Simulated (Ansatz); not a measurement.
One geometry of `[CH3][Al-]([CH3])([CH3])[SeH2+]`, several functionals.

```yaml
crystal:
  periodic: [false, false, false]
  atoms:
    - {symbol: C, position_ang: [-1.149079, 0.705225, -1.377556]}
    - {symbol: Al, position_ang: [0.170836, -0.185059, -0.212726]}
    - {symbol: C, position_ang: [2.015921, 0.511786, -0.184407]}
    - {symbol: C, position_ang: [-0.137988, -2.068935, 0.283489]}
    - {symbol: Se, position_ang: [-0.584566, 0.883545, 2.195868]}
    - {symbol: H, position_ang: [-1.003862, 0.396290, -2.419701]}
    - {symbol: H, position_ang: [-1.061073, 1.796556, -1.362753]}
    - {symbol: H, position_ang: [-2.182566, 0.451060, -1.120127]}
    - {symbol: H, position_ang: [2.555275, 0.176701, -1.078548]}
    - {symbol: H, position_ang: [2.592734, 0.158468, 0.676315]}
    - {symbol: H, position_ang: [2.060866, 1.605847, -0.189549]}
    - {symbol: H, position_ang: [-1.185526, -2.283721, 0.519193]}
    - {symbol: H, position_ang: [0.468353, -2.390898, 1.136163]}
    - {symbol: H, position_ang: [0.130335, -2.724334, -0.553847]}
    - {symbol: H, position_ang: [-0.686064, 2.269850, 1.721993]}
    - {symbol: H, position_ang: [-2.026393, 0.675015, 2.010494]}
basis:
  gaussian: {orbitals: def2-TZVPP}
hamiltonian: {xc: {name: LC-wPBE}}
output: {orbitals: {seedname: orbitals}}
```

```sh
$ ansatz run in.yaml --threads 4 --pin off --events-out ev --progress --plain --max-ram 11315MiB
```

Shortened log:

```
Functional definition: LC-wPBE
1845 factors; their error is unknown
610 factors; integrals over basis functions are off by at most 1.8e-5 eV
mean field evaluation 1: about -75217.8704 eV, gradient 6.2e1 eV
mean field evaluation 2: about -75222.4708 eV, gradient 4.3e1 eV
mean field evaluation 4: about -75226.5209 eV, gradient 1.3e0 eV
mean field evaluation 8: about -75226.4747 eV, gradient 5.1e-1 eV
mean field evaluation 16: about -75226.4750 eV, gradient 2.3e-5 eV
mean field -75226.47496609 eV, -2764.5219646676 hartree, gradient 2.4e-5 eV, S^2 0.000000; 0 other end points of the search recorded, 0 dependent functions left out
reference -75226.47496610 eV, -2764.5219646679 hartree; 38, 38 occupied and 299, 299 virtual orbitals, 1845 factors
Total energy: -75226.47496610 eV, -2764.5219646679 hartree
```

Run time 4.9 s (4 threads of an Arm Neoverse V2 on a shared host); peak host memory 0.87 GiB.

Changing it to `hamiltonian: {xc: r2scan, dispersion: d4}` and forces (abridged; 8 s):

```
Functional definition: r2SCAN
mean field evaluation 16: about -75236.2974 eV, gradient 7.6e-3 eV
mean field -75236.29738573 eV, -2764.8829319316 hartree, gradient 6.3e-5 eV, S^2 0.000000
Total energy: -75236.39174833 eV, -2764.8863996931 hartree
Atom 0 force     0.037591    -0.028011     0.017950 eV/Å
Atom 1 force    -0.009662     0.011819     0.020298 eV/Å
Atom 2 force    -0.040588    -0.022723    -0.008828 eV/Å
Atom 3 force     0.012296     0.040951    -0.020329 eV/Å
Atom 4 force     0.001043     0.002926     0.020456 eV/Å
Atom 5 force    -0.023095     0.019412     0.001377 eV/Å
Atom 6 force    -0.016893    -0.009689    -0.016180 eV/Å
Atom 7 force     0.003181     0.014537    -0.020544 eV/Å
Atom 8 force     0.016595     0.017019     0.017047 eV/Å
Atom 9 force     0.011555     0.014821    -0.018047 eV/Å
Atom 10 force     0.021643    -0.012149    -0.000864 eV/Å
Atom 11 force     0.015760    -0.019205     0.000284 eV/Å
Atom 12 force    -0.015323    -0.017251    -0.012089 eV/Å
Atom 13 force    -0.009990    -0.015059     0.023017 eV/Å
Atom 14 force    -0.014990    -0.014024     0.001012 eV/Å
Atom 15 force     0.010879     0.016625    -0.004562 eV/Å
Dipole moment:    -0.287806     0.318455     0.425897 e Å
```

With the line `hamiltonian: {xc: {name: PBE-QIDH}}` (abridged; 12 s):

```
Functional definition: PBE-QIDH
mean field evaluation 16: about -75203.5942 eV, gradient 4.4e-5 eV
mean field -75203.59421113 eV, -2763.6811124319 hartree, gradient 9.5e-6 eV, S^2 0.000000
17 core orbitals not correlated: weight in the atoms' cores, before any rotation towards them, 1.000 or more for the frozen orbitals, at most 0.000 for the correlated occupied ones
second order -28.23402878 eV of doubles, -0.00000000 eV of singles
Total energy: -75213.00557021 eV, -2764.0269734990 hartree
```

With the line `hamiltonian: {xc: pbe0, dispersion: d4}` (abridged; 6.5 s):

```
Functional definition: PBE0
mean field evaluation 16: about -75224.3650 eV, gradient 3.5e-4 eV
mean field -75224.36504484 eV, -2764.4444264918 hartree, gradient 5.0e-5 eV, S^2 0.000000
Total energy: -75224.66850920 eV, -2764.4555786014 hartree
```

The same input with `hamiltonian: {xc: {name: BHLYP}, dispersion: d4}` (abridged; 7 s):

```
Functional definition: BHLYP
mean field evaluation 16: about -75236.8461 eV, gradient 4.1e-5 eV
mean field -75236.84607969 eV, -2764.9030960626 hartree, gradient 4.1e-5 eV, S^2 0.000000
Total energy: -75237.30130347 eV, -2764.9198252279 hartree
```

Changing it to `hamiltonian: {xc: {name: BLYP}, dispersion: d4}` (abridged; 3.2 s):

```
Functional definition: BLYP
mean field evaluation 16: about -75238.1042 eV, gradient 5.4e-4 eV
mean field -75238.10422389 eV, -2764.9493320093 hartree, gradient 6.7e-5 eV, S^2 0.000000
Total energy: -75238.83350129 eV, -2764.9761324592 hartree
```
